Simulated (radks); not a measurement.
Question: These are the eigenvalues of the occupied orbitals of an atom or ion with whole-number occupations (hartree). All-electron calculation, Dirac Kohn-Sham, LDA (Slater exchange, Perdew-Wang correlation), spin-unpolarised, spherical densities, finite nucleus; Fermi nuclear charge, rms radius of each element as measured or else 0.836 A^(1/3) + 0.57 fm. Program: a radial shooting solver on a logarithmic mesh with Libxc functionals.

orbital  eigenvalue
1s1/2     -728.2850
2s1/2     -103.9030
2p1/2     -95.75021
2p3/2     -91.84097
3s1/2     -18.66115
3p1/2     -15.55665
3p3/2     -14.91208
3d3/2      -9.40201
3d5/2      -9.27980
4s1/2      -3.53668
4p1/2      -2.63930
4p3/2      -2.54281
4d3/2      -1.22053

Which element is it, and in what charge state? The configuration may be excited. Open shells, if any, fill j = l - 1/2 first.

Answer: Z = 42, molybdenum, charge +3: Mo3+ in [Kr] 4d3. The list shows which subshells hold electrons but not how many an open one holds; the 1s level, -728.29 hartree, gives Z - s = 38.2 by -(Z - s)^2/2, which with screening and relativity narrows Z to a few neighbours, and the depths of the outer levels then fix element, charge and occupations together.
